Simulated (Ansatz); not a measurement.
A nudged elastic band was laid between two geometries of ClH3Sn + H (6 atoms, charge 0, multiplicity 2).

Theory: UKS PBE0/def2-SVP (Ansatz).

```
movable images  : 5
climbing image  : yes
spring          : 5.0 eV/Å²
optimiser       : quadratic models (default)
start path      : through a guess of the saddle point
force threshold : 0.05 eV/Å
iteration limit : 60
end points      : relaxed
```

Initial state:

```xyz
6
Properties=species:S:1:pos:R:3
Sn -0.059 0.000 -0.254
H -0.021 0.000 1.452
Cl 2.190 0.000 -0.968
H -0.763 1.419 -0.893
H -0.763 -1.419 -0.893
H 0.049 0.000 4.536
```

Final state:

```xyz
6
Properties=species:S:1:pos:R:3
Sn -0.036 0.000 -0.521
H 0.030 0.000 3.212
Cl 2.196 0.000 -1.318
H -0.756 1.430 -1.182
H -0.756 -1.430 -1.182
H -0.045 0.000 3.970
```

**Question.** What changes between the two ends?

**Answer.** Bonds broken: Sn1–H2. Bonds formed: H2–H6. ClH3Sn + H becomes ClH2Sn + H2.

**Question.** Give the energies along the band, and the barrier.

**Answer.** The forces met the threshold. The highest image is number 2 of 0 to 6, 2.6 kJ/mol above the first end and 120.6 kJ/mol above the last; the last end lies 118.1 kJ/mol below the first. A vibrational analysis at the climbing image gives one clearly imaginary mode, 360i cm⁻¹: a first-order saddle point.

```json
{"image": "0", "path coordinate (Å)": "0.00", "energy (kJ/mol)": "0.0", "Sn1–H2 (Å)": "1.71", "H2–H6 (Å)": "3.08"}
{"image": "1", "path coordinate (Å)": "0.60", "energy (kJ/mol)": "0.6", "Sn1–H2 (Å)": "1.71", "H2–H6 (Å)": "2.43"}
{"image": "2", "path coordinate (Å)": "1.20", "energy (kJ/mol)": "2.6", "Sn1–H2 (Å)": "1.73", "H2–H6 (Å)": "1.75"}
{"image": "3", "path coordinate (Å)": "1.78", "energy (kJ/mol)": "-72.7", "Sn1–H2 (Å)": "2.18", "H2–H6 (Å)": "0.93"}
{"image": "4", "path coordinate (Å)": "2.36", "energy (kJ/mol)": "-112.9", "Sn1–H2 (Å)": "2.74", "H2–H6 (Å)": "0.77"}
{"image": "5", "path coordinate (Å)": "2.94", "energy (kJ/mol)": "-117.4", "Sn1–H2 (Å)": "3.23", "H2–H6 (Å)": "0.76"}
{"image": "6", "path coordinate (Å)": "3.52", "energy (kJ/mol)": "-118.1", "Sn1–H2 (Å)": "3.73", "H2–H6 (Å)": "0.76"}
```

**Question.** What is the geometry of the highest image?

**Answer.** 
```xyz
6
Properties=species:S:1:pos:R:3
Sn -0.054 0.000 -0.037
H 0.014 0.000 1.690
Cl 2.181 0.000 -0.791
H -0.768 1.421 -0.661
H -0.768 -1.421 -0.661
H 0.029 0.000 3.440
```

**Question.** What are the harmonic wavenumbers there?

**Answer.** 360i, 96, 147, 375, 496, 518, 704, 721, 728, 1723, 1951, 1961 cm⁻¹.

The band took 6 iterations and of the order of 2.2 core-minutes.

The run took 2.2 min on 1 thread of Arm Neoverse V1, with other jobs on the host, peak memory 0.17 GiB.
